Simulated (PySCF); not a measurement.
## Relaxation of doublet KO₂

Level of theory: UPBE0 in PySCF with K def2-TZVP, O def2-TZVP; no relativity; density-fitted integrals. A (50,194) grid was used.

A hand-made side-on start, of C2v symmetry, held to at least that symmetry:

```xyz
3
charge 0 multiplicity 2, angstrom
K     0.0000    0.0000   -1.1581
O     0.7200    0.0000    1.4106
O    -0.7200    0.0000    1.4106
```

At each step, columns x, y, z (Å) and Fx, Fy, Fz (eV/Å):

```
step 0  E − E(last) = 39.49 kJ/mol
K    0.000   0.000  -1.158   0.000   0.000   1.102
O    0.720   0.000   1.411  -3.838   0.000  -0.551
O   -0.720   0.000   1.411   3.838   0.000  -0.551
step 1  E − E(last) = 16.75 kJ/mol
K    0.000   0.000  -1.142   0.000   0.000   1.010
O    0.639   0.000   1.403   2.228   0.000  -0.505
O   -0.639   0.000   1.403  -2.228   0.000  -0.505
step 2  E − E(last) = 9.22 kJ/mol
K    0.000   0.000  -1.117   0.000   0.000   0.903
O    0.667   0.000   1.390  -0.555   0.000  -0.452
O   -0.667   0.000   1.390   0.555   0.000  -0.452
step 3  E − E(last) = 4.94 kJ/mol
K    0.000   0.000  -1.081   0.000   0.000   0.696
O    0.667   0.000   1.372  -0.502   0.000  -0.348
O   -0.667   0.000   1.372   0.502   0.000  -0.348
step 4  E − E(last) = 0.73 kJ/mol
K    0.000   0.000  -0.967   0.000   0.000  -0.355
O    0.662   0.000   1.315  -0.017   0.000   0.178
O   -0.662   0.000   1.315   0.017   0.000   0.178
step 5  E − E(last) = 0.06 kJ/mol
K    0.000   0.000  -1.005   0.000   0.000   0.094
O    0.662   0.000   1.334  -0.024   0.000  -0.047
O   -0.662   0.000   1.334   0.024   0.000  -0.047
step 6  E − E(last) = 0.00 kJ/mol
K    0.000   0.000  -0.997   0.000   0.000   0.009
O    0.661   0.000   1.330  -0.002   0.000  -0.004
O   -0.661   0.000   1.330   0.002   0.000  -0.004
step 7  E − E(last) = 0.00 kJ/mol
K    0.000   0.000  -0.996   0.000   0.000   0.000
O    0.661   0.000   1.330   0.000   0.000   0.000
O   -0.661   0.000   1.330   0.000   0.000   0.000
```

It ends at C2v with K–O 2.420 Å (×2), O–O 1.323 Å; K–O–O 74.1° (×2), O–K–O 31.7° (after a last refinement on a finer grid). A frequency run shows a minimum. Other isomers or separated fragments may lie lower.

The relaxation took 12 s on 2 threads of a shared Intel Xeon 6975P-C (Granite Rapids) host, with 95 basis functions and 8 gradients; the process peaked at 0.53 GiB. Launch command: `OMP_NUM_THREADS=2 python axn.py task.json out`.
